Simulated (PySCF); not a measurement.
B3LYP has the VWN-RPA correlation part, as in Gaussian. Delta-SCF ions had no search for a lower state. Excitations are Tamm–Dancoff values on a coarser integration grid. The basis has no diffuse functions, so Rydberg states are missing or too high.

# C₄H₆O, SMILES `C(CC=O)=C` (C–C–C–C torsion 120°, C–C–C–O torsion -131°) (charge 0, multiplicity 1)

Method: PySCF with B3LYP-D3(BJ)/def2-TZVP.

The HOMO is -7.09 eV. The dipole moment comes out as 2.72 D and the HOMO–LUMO gap is 5.92 eV. The LUMO comes out as -1.17 eV, the S1 excitation (TDA) is 4.25 eV and the S1 oscillator strength is 0.003. The brightest of the four lowest singlets (TDA) comes out as 6.22 eV. The T1 excitation (TDA) comes out as 3.63 eV. The S1–T1 gap (TDA) is 0.62 eV and the vertical ionisation energy (Delta-SCF) is 9.38 eV. The total energy is -6294.84 eV and the cost is around 2.7 core-minutes (rough).

```xyz
11

C      1.8432    -0.1709    -0.0983
C      0.5912    -0.5897     0.0254
C     -0.5715     0.2991     0.3579
C     -1.6193     0.2865    -0.7334
O     -2.1042     1.2710    -1.2227
H      2.6454    -0.8547    -0.3426
H      2.1105     0.8695     0.0454
H      0.3638    -1.6408    -0.1290
H     -0.2607     1.3284     0.5363
H     -1.0659    -0.0734     1.2659
H     -1.9325    -0.7250    -1.0703
```
Charge 0, spin multiplicity 1.
